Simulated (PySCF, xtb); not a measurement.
GeF2Cl2, SMILES [Cl][Ge]([Cl])([F])[F].

xtb 6.7.1 with GFN2-xTB at its own geometry gives an orbital gap of 5.69 eV and a dipole moment of 2.60 D.

Geometry optimised at B3LYP-D3(BJ)/def2-SVP.

Problem. What does CAM-B3LYP/def2-TZVP (PySCF) give? (The exact figures need the calculation; the answer reports its results.)

Solution. gap 10.34 eV (levels -11.52 and -1.18 eV), dipole 1.26 D.
